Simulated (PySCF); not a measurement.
C₂H₁₀O₃Si₂, SMILES [Si](O)(O)(O)C[SiH2]C, GFN2-xTB optimised geometry.

```
17

Si    -0.14    -1.19     0.00
C     -0.75    -2.08    -1.57
C     -0.81     0.58     0.00
Si    -0.26     1.55     1.52
O     -0.94     3.03     1.33
O     -0.67     0.87     2.94
O      1.35     1.63     1.72
H      1.33    -1.19     0.00
H     -0.63    -1.93     1.18
H     -0.41    -1.58    -2.47
H     -0.39    -3.10    -1.60
H     -1.83    -2.12    -1.61
H     -1.90     0.57    -0.05
H     -0.48     1.10    -0.90
H     -0.79     3.70     2.00
H     -1.57     0.61     3.09
H      1.90     1.93     0.99
```

Density from CAM-B3LYP/def2-SVP (PySCF 2.14.0) at that geometry.

Minimum of the electron density along straight lines between bonded atoms, close to the bond critical point (lines longer than 1.1 times the sum of covalent radii, or with two minima, are not listed):

| bond | length / Å | ρ at the minimum / e bohr⁻³ | ∇²ρ there / e bohr⁻⁵ | position (fraction from the first atom) |
|---|---|---|---|---|
| Si1–C2 | 1.901 | 0.111 | 0.33 | 0.38 |
| Si1–C3 | 1.896 | 0.110 | 0.33 | 0.38 |
| C3–Si4 | 1.888 | 0.115 | 0.32 | 0.62 |
| Si4–O5 | 1.637 | 0.128 | 1.03 | 0.41 |
| Si4–O6 | 1.626 | 0.131 | 1.09 | 0.41 |
| Si4–O7 | 1.626 | 0.131 | 1.09 | 0.41 |
| Si1–H8 | 1.470 | 0.116 | 0.32 | 0.49 |
| Si1–H9 | 1.470 | 0.116 | 0.32 | 0.49 |
| C2–H10 | 1.086 | 0.272 | -0.98 | 0.63 |
| C2–H11 | 1.085 | 0.273 | -0.99 | 0.63 |
| C2–H12 | 1.086 | 0.272 | -0.98 | 0.63 |
| C3–H13 | 1.089 | 0.267 | -0.93 | 0.62 |
| C3–H14 | 1.089 | 0.267 | -0.93 | 0.62 |
| O5–H15 | 0.954 | 0.353 | -2.44 | 0.82 |
| O6–H16 | 0.952 | 0.357 | -2.48 | 0.82 |
| O7–H17 | 0.952 | 0.357 | -2.48 | 0.82 |
